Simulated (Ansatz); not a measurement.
Geometry optimisation, RKS B3LYP-D4/def2-SVP in Ansatz.

Input file:

```yaml
crystal:
  periodic: [false, false, false]
  atoms:
    - { symbol: "N", position_ang: [-1.825, -0.5117, 0.4142] }
    - { symbol: Si, position_ang: [-0.1349, -0.8772, 0.3931] }
    - { symbol: O, position_ang: [0.5425, -0.4026, 1.8717] }
    - { symbol: Si, position_ang: [0.955, 0.2197, -1.2794] }
    - { symbol: Te, position_ang: [0.5836, 2.6481, -0.9749] }
    - { symbol: H, position_ang: [-1.941, 0.587, 0.4964] }
    - { symbol: H, position_ang: [-2.2176, -0.7056, -0.5397] }
    - { symbol: H, position_ang: [0.0719, -2.3063, 0.1989] }
    - { symbol: H, position_ang: [0.1188, -0.9407, 2.6074] }
    - { symbol: H, position_ang: [2.317, -0.1149, -1.2475] }
    - { symbol: H, position_ang: [0.2741, -0.1975, -2.5355] }
    - { symbol: H, position_ang: [1.3326, 2.5466, 0.6293] }
basis:
  gaussian: { orbitals: def2-SVP }
hamiltonian:
  xc: b3lyp
  dispersion: d4
relax:
  f_tol: 0.02
  max_steps: 50
```

Command:

```bash
$ ansatz run input.yaml --threads 2 --pin off --max-ram 3072MiB --backend cpu --events-out ev --progress --plain --runs-dir out
```

**Question.** Where does it end, and by what steps?

**Answer.** It converged. After 15 steps the energy has fallen by 0.645 eV; H7 moved furthest, 0.87 Å.

| step | energy less start (eV) | largest force component (eV/Å) | accepted |
| --- | --- | --- | --- |
| 0 | 0.0000 | 2.709 | yes |
| 1 | -0.3920 | 1.575 | yes |
| 2 | -0.5277 | 0.806 | yes |
| 3 | -0.5786 | 0.363 | yes |
| 4 | -0.6246 | 0.266 | yes |
| 5 | -0.6307 | 0.285 | yes |
| 6 | -0.6405 | 0.140 | yes |
| 7 | -0.6394 | 0.382 | no |
| 8 | -0.6418 | 0.038 | yes |
| 9 | -0.6436 | 0.112 | yes |
| 10 | -0.6445 | 0.027 | yes |
| 11 | -0.6447 | 0.035 | yes |
| 12 | -0.6449 | 0.037 | yes |
| 13 | -0.6450 | 0.066 | yes |
| 14 | -0.6452 | 0.021 | yes |
| 15 | -0.6453 | 0.018 | yes |

```xyz
12
Properties=species:S:1:pos:R:3
N -1.787 -0.385 0.292
Si -0.150 -0.914 0.330
O 0.671 -0.448 1.716
Si 1.094 0.199 -1.313
Te 0.706 2.664 -0.813
H -2.038 0.584 0.125
H -2.571 -1.019 0.191
H -0.211 -2.402 0.196
H 0.215 -0.613 2.551
H 2.552 -0.118 -1.356
H 0.531 0.005 -2.683
H 1.066 2.393 0.797
```

The run took 71 s on 2 threads of Arm Neoverse V2 (shared host), peak memory 0.34 GiB.
